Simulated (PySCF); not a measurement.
**A small calculation by hand: oscillator strength and radiative lifetime**

Au₂H₂S₂Si, SMILES [Au][S][SiH2][S][Au], multiplicity 1.

Geometry optimised at B3LYP-D3(BJ)/def2-SVP. The multiplicity is an assumed one; other spin states were not compared. The def2 effective core potentials stand for the cores of Au; spin–orbit coupling is left out. One conformer was computed; it need not be the lowest.

TDDFT-PBE/def2-SVPD (PySCF) puts the first singlet state with f over 0.02 at 2.59 eV (vertical), with the transition dipole (0.000, 0.000, -1.321) in atomic units.

Question: Find the oscillator strength, the wavelength and the radiative lifetime that this transition would have in vacuum if emission retraced absorption.

Answer: 
|μ|² = 1.7450 au, so |μ| = 3.36 D. ΔE = 2.59/27.211 = 0.0952 hartree. f = (2/3) ΔE |μ|² = 0.111 (the program prints 0.111).
λ = 1239.84/2.59 = 479 nm; ν = 20890 cm⁻¹.
Einstein's coefficient A = 0.6670 ν² f s⁻¹ (ν in cm⁻¹) = 3.2e7 s⁻¹, so τ = 1/A = 31 ns. This state is S6; the lower singlets have f = 0.000, 0.001, 0.003, 0.000, 0.006. The figure is the radiative limit of this one transition; relaxation, internal conversion, crossing to triplets and a medium change what is measured.
